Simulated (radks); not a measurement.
Values are calculated unless marked as measured or tabulated.
Question: These are the eigenvalues of the occupied orbitals of an atom or ion with whole-number occupations (eV). Code: a radial shooting solver on a logarithmic mesh with Libxc functionals. Model: scalar-relativistic Kohn-Sham, SOGGA, spin-unpolarised, spherical densities, finite nucleus; Fermi nuclear charge, rms radius of each element as measured or else 0.836 A^(1/3) + 0.57 fm.

| orbital | eigenvalue |
|---|---|
| 1s | -33027.90 |
| 2s | -5155.661 |
| 2p | -4634.799 |
| 3s | -1088.955 |
| 3p | -920.1335 |
| 3d | -667.1422 |
| 4s | -239.0672 |
| 4p | -185.6846 |
| 4d | -107.3415 |
| 5s | -64.0527 |
| 5p | -50.1745 |
| 6s | -27.4150 |

Which element is it, and in what charge state? The configuration may be excited.

Answer: Z = 53, iodine, charge +4: I4+ in [Kr] 4d9 5s2 5p1 6s1. The list shows which subshells hold electrons but not how many an open one holds; the 1s level, -1213.8 hartree, gives Z - s = 49.3 by -(Z - s)^2/2, which with screening and relativity narrows Z to a few neighbours, and the depths of the outer levels then fix element, charge and occupations together.
